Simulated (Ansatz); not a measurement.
System: VO₂, charge 0, multiplicity 2. The spin state was set by rule; other spins were not relaxed. SMILES: [O]=[V]=[O]
Geometry: optimised at B3LYP-D3(BJ)/def2-TZVP (Ansatz, a first-principles code).

Parts of the frozen-core correlation energy in STO-3G (Ansatz, hartree). Frozen orbitals: 11; correlated occupied orbitals by spin: 9 and 8; virtual: 8 and 9. UHF or UKS for open shells. Spin-orbit coupling is left out. Non-relativistic. The program attaches cautions to this run: large difference.

```csv
term,value
reference (HF),-1080.83256
MP2 opposite-spin,…
MP2 same-spin,…
CCSD correlation,-0.27689
(T),…
T1 diagnostic,0.126
largest doubles amplitude,0.087
<S^2> of the reference,1.889
```

Question: Complete the blanks.

Answer: 
- MP2 opposite-spin, value: -0.11496
- MP2 same-spin, value: -0.06939
- (T), value: -0.02193
